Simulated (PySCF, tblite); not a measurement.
Isomers of C7H12F2. All values are computed: GFN2-xTB (tblite) harmonic vibrations without scaling, gas phase. Against measured fundamentals such values can be off by several per cent, at times by over 20. One conformer each.

Electronic energies: PBE0/pcSseg-1 single points on the GFN2-xTB geometries (PySCF, gas phase).

```tsv
SMILES	electronic energy, lowest = 0 (kcal/mol)
CC/C(=C/CF)CCF	34.8
C=C(C(F)F)C(C)(C)C	27.3
F[C@@H]1CCCC[C@@H](F)C1	11.2
FC(F)C1CCCCC1	0.0
CC[C@@H](C)[C@@H]1[C@H](F)[C@@H]1F	42.3
```

**Question.** How do GFN2-xTB zero-point energies change the relative energies?

**Answer.** 
```csv
SMILES,ZPE (kcal/mol),of it from modes above 1550 cm⁻¹,electronic (kcal/mol),"with ZPE, lowest = 0 (kcal/mol)",lowest mode (cm⁻¹),rings
FC(F)C1CCCCC1,113.1,51.0,0.0,0.0,69,1
F[C@@H]1CCCC[C@@H](F)C1,113.0,51.0,11.2,11.1,74,1
C=C(C(F)F)C(C)(C)C,109.6,54.7,27.3,23.8,38,0
CC/C(=C/CF)CCF,109.8,53.8,34.8,31.6,39,0
CC[C@@H](C)[C@@H]1[C@H](F)[C@@H]1F,110.7,51.8,42.3,39.9,58,1
```

The zero-point energies span 3.5 kcal/mol, from `C=C(C(F)F)C(C)(C)C` to `FC(F)C1CCCCC1`. The order is unchanged.

**Question.** And how do the electronic energies of GFN2-xTB itself compare?

**Answer.** `FC(F)C1CCCCC1` 0.0; `F[C@@H]1CCCC[C@@H](F)C1` 6.1; `C=C(C(F)F)C(C)(C)C` 31.5; `CC/C(=C/CF)CCF` 32.3; `CC[C@@H](C)[C@@H]1[C@H](F)[C@@H]1F` 35.1 kcal/mol, lowest = 0. Against the energies above, taken from the same isomer `FC(F)C1CCCCC1`, the largest difference is 7.2 kcal/mol.

**Question.** What do entropy and thermal enthalpy add at 298.15 K and 1 bar (rigid rotor, harmonic oscillator, one conformer each)?

**Answer.** 
| SMILES | point group | symmetry number | S (cal/(mol K)) | H − H(0) (kcal/mol) | ZPE + H − H(0) − TS (kcal/mol) |
| --- | --- | --- | --- | --- | --- |
| FC(F)C1CCCCC1 | C1 | 1 | 90.8 | 5.96 | 92.0 |
| F[C@@H]1CCCC[C@@H](F)C1 | C2 | 2 | 89.0 | 5.95 | 92.4 |
| C=C(C(F)F)C(C)(C)C | C1 | 1 | 100.3 | 7.28 | 87.0 |
| CC/C(=C/CF)CCF | C1 | 1 | 104.6 | 7.40 | 86.0 |
| CC[C@@H](C)[C@@H]1[C@H](F)[C@@H]1F | C1 | 1 | 98.0 | 6.95 | 88.4 |
